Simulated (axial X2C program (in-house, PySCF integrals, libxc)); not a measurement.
# What spin–orbit coupling does to HfBr

All values were computed with an axial X2C code built on PySCF integrals. Spin-free means the one-electron spin-free X2C Hamiltonian; two-component (2c) means X2C with spin–orbit coupling and atomic mean-field two-electron Coulomb and Gaunt terms, so the difference of the two also holds small scalar two-electron terms. Basis: Hf dyall-cv3z [13s14p9d7f4g], Br dyall-cv3z [8s9p6d4f1g] (cores contracted in-house); Gaussian nuclei, density fitting, unrestricted open shells. Masses: Hf 179.947 u, Br 78.918 u.

Spin-free state: M_S = 1/2, Λ = 2 (beyond evenly filled blocks: δ+α); fragments Hf + Br.

```csv
level,Re (Å),ωe (cm⁻¹),De (eV),μ (D)
PBE0,2.443,250.6,4.355,-1.46
HF,2.536,231.5,3.479,-1.56
CCSD,2.472,250.2,4.169,n/a
CCSD(T),2.464,252.5,n/a,n/a
B3LYP,2.462,244.3,4.202,-1.76
```

Correlated methods: 19 electrons correlated (number of frozen shells: Hf 4 s, 3 p, 2 d, 1 f; Br 3 s, 2 p, 1 d), 331 virtual spin orbitals or spinors in MP2, 110 natural virtuals in coupled cluster.

Dipoles are positive if Br is the positive end.

Question: Within this multiplet, which Ω should lie lowest by the rule for regular and inverted multiplets?

Answer: The open δ shell holds one electron, so the multiplet is regular: Ω = Λ − 1/2 = 3/2. The PBE0 2c search agrees.

Two-component determinant lowest at the distance of the search:

Ω = 3/2 (⟨Sz⟩ = -0.50, ⟨Lz⟩ = 2.00 at HF); fragments Hf + Br.

```json
{"level": "PBE0", "Re (Å)": "2.447", "ωe (cm⁻¹)": "249.4", "μ (D)": "-1.49"}
{"level": "HF", "Re (Å)": "2.538", "ωe (cm⁻¹)": "231.7", "μ (D)": "-1.75"}
{"level": "CCSD", "Re (Å)": "2.484", "ωe (cm⁻¹)": "244.7", "μ (D)": "n/a"}
{"level": "CCSD(T)", "Re (Å)": "2.478", "ωe (cm⁻¹)": "246.5", "μ (D)": "n/a"}
{"level": "B3LYP", "Re (Å)": "2.466", "ωe (cm⁻¹)": "242.7", "μ (D)": "-1.80"}
```

Question: From the two tables, how do the constants change at the CCSD(T) level (2c against spin-free)?

Answer: At the CCSD(T) level Re rises by 0.014 Å and ωe falls by 6.0 cm⁻¹.

The state is a single determinant with fixed occupations, the lowest that a limited PBE0 search found. De is counted from the lowest determinant-based energies of the atoms at the same level, without counterpoise correction. De is not given where an atomic determinant may have missed its ground term or J level, or where the truncated virtual space spoils (T). Density functionals use the spin component along the axis (collinear). CCSD and (T) use frozen natural virtuals with an MP2 correction for the truncation; (T) itself is uncorrected, so its De runs slightly low. Other states lie close and PBE0, whose exact exchange favours high spin, may order them wrongly; the determinant shown need not be the ground state. The nearest other spin-free determinant of the search, M_S = 1/2, Λ = 1, lies 0.27 eV up at the distance of the search. Without a current term, density functionals place determinants with orbital angular momentum somewhat too high. The determinant is spin-polarised beyond a pure state at some levels (its spin-free form has ⟨S²⟩ too high), which makes Re and μ there less reliable. The T1 diagnostic is large, a sign of multireference character.
